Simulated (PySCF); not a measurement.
Problem. What does the GFN2-xTB structure of 4-fluorophenol (`OC1=CC=C(F)C=C1`) look like in three dimensions?

Solution. 
```
atom  x, y, z in Å
O1    -2.165   -0.895   -0.892
C2    -0.996   -0.410   -0.398
C3     0.080   -0.096   -1.220
C4     1.253    0.396   -0.678
C5     1.335    0.567    0.691
F6     2.480    1.046    1.226
C7     0.277    0.261    1.528
C8    -0.892   -0.228    0.980
H9    -2.110   -0.976   -1.852
H10   -0.001   -0.236   -2.290
H11    2.095    0.644   -1.304
H12    0.376    0.407    2.592
H13   -1.737   -0.477    1.600
```

Orientation and origin are arbitrary. Atoms count from 1 in this order. Of the pairs four or more bonds apart, H9···H10 is among the closest relative to their van der Waals radii: 2.28 Å, 95 % of the sum of Bondi's values. The 6-membered ring C2–C3–C4–C5–C7–C8 has internal angles of 118.9° to 121.8° (sum 720°, against 720° for a flat polygon); it is planar, 0.00 Å rms from its mean plane, widest ring torsion 0°. The 8 heavy atoms lie in one plane (0.000 Å rms).

Bonds between heavy atoms (Å): O1–C2 1.358, C2–C3 1.391, C3–C4 1.383, C4–C5 1.381, C5–F6 1.352, C5–C7 1.384, C7–C8 1.380, C2–C8 1.393.

Structure optimised with GFN2-xTB, isolated species.

Point group: Cs (every atom within 0.08 Å of its image). Stationary, but not proved a minimum. One conformer, not necessarily the lowest (H–O1–C2–C3 0°).

These are computed values.
